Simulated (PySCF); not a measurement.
## Trend along group 12: MO cations

PBE0 with double-zeta basis sets in PySCF, for the lowest determinant that a PBE0 search found; no spin–orbit coupling. De refers to high-spin ground-configuration atoms (the charge goes to the atom of lower measured ionisation energy or higher electron affinity, which is not always the lowest computed limit). A positive dipole points towards O; it is taken about the centre of mass and depends on that origin.

| M | basis | charged atom | state (unpaired electrons) | Re (Å) | ωe (cm⁻¹) | De (eV) | μ (D) |
| --- | --- | --- | --- | --- | --- | --- | --- |
| Zn | cc-pVDZ-PP/cc-pVDZ | Zn+ | doublet (π ↑) | 1.784 | 641 | 1.63 | -4.38 |
| Cd | def2-SVPD | Cd+ | doublet (π ↑) | 2.016 | 505 | 1.03 | -4.12 |
| Hg | def2-SVP | Hg+ | doublet (π ↑) | 2.011 | 462 | 0.86 | -2.17 |

The shortest bond is that of ZnO⁺ (1.784 Å), the longest that of CdO⁺ (2.016 Å). ZnO⁺ is bound most strongly (1.63 eV) and HgO⁺ least (0.86 eV).

The rows differ in basis set, which adds steps of its own.

Down a group the atoms grow and get heavier, so bonds lengthen and wavenumbers fall; this series shows no clear exception.

Spin–orbit coupling is left out, which matters for elements this heavy, above all for dissociation energies. For an ion De counts to the pair picked by the measured ionisation energies or electron affinities, which need not be the lowest pair at this level. States were picked by a PBE0 search and need not be the measured ground states.
